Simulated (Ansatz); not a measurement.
Species: [Ta(NH2)5] (charge 0, multiplicity 1).

Problem. Give a relaxed geometry from r2SCAN-D4/def2-SVP run with Ansatz (a first-principles code).

Solution. Several could match; the one computed here: the end point of this relaxation, one of several conformers.
Z-matrix (Å, degrees):
```
Ta
N 1 1.9926
H 2 1.0186 1 125.13
H 2 1.0186 3 109.77 1 180.00
N 1 2.0204 2 115.32 3 -20.25
H 5 1.0164 1 124.86 2 -108.00
H 5 1.0176 6 110.49 1 167.54
N 1 2.0204 2 115.32 3 159.76
H 8 1.0164 1 124.86 2 -107.98
H 8 1.0176 9 110.49 1 167.53
N 1 2.0395 2 99.79 3 67.27
H 11 1.0190 1 128.75 2 -160.28
H 11 1.0212 12 107.90 7 -149.11
N 1 2.0395 2 99.78 3 -112.72
H 14 1.0190 1 128.76 2 -160.25
H 14 1.0212 15 107.91 10 -149.07
```
